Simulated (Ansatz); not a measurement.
`O[Si@H](F)N[Si@H](O)Cl` + `O[SiH2][SiH](O)Cl` → `O[Si@H](Cl)[Si@@H](O)F` + `O[SiH2]N[SiH](O)Cl`  (redistribution)

Computed with Ansatz on PBE0-D4/def2-TZVP structures; ΔE is electronic, products minus reactants. CCSD(T)/CBS adds triple-zeta CCSD(T) − MP2 to the extrapolated MP2 energy (def2 sets, frozen cores). DFT in def2-TZVPP. Each species was taken in one conformer, which may not be the lowest.

```json
{"species": "`O[Si@H](F)N[Si@H](O)Cl`", "ωB97M-V energy (Eh)": "-1347.57805"}
{"species": "`O[SiH2][SiH](O)Cl`", "ωB97M-V energy (Eh)": "-1192.77502"}
{"species": "`O[Si@H](Cl)[Si@@H](O)F`", "ωB97M-V energy (Eh)": "-1292.12532"}
{"species": "`O[SiH2]N[SiH](O)Cl`", "ωB97M-V energy (Eh)": "-1248.21977"}
```

(1) Work out ΔE.

Largest T1 diagnostic among the species: 0.012.

## Answers

(1) ΔE = (-1292.12532) + (-1248.21977) − (-1347.57805) − (-1192.77502) = 0.00798 Eh = +5.0 kcal/mol. CCSD(T)/CBS gives +5.1 kcal/mol.
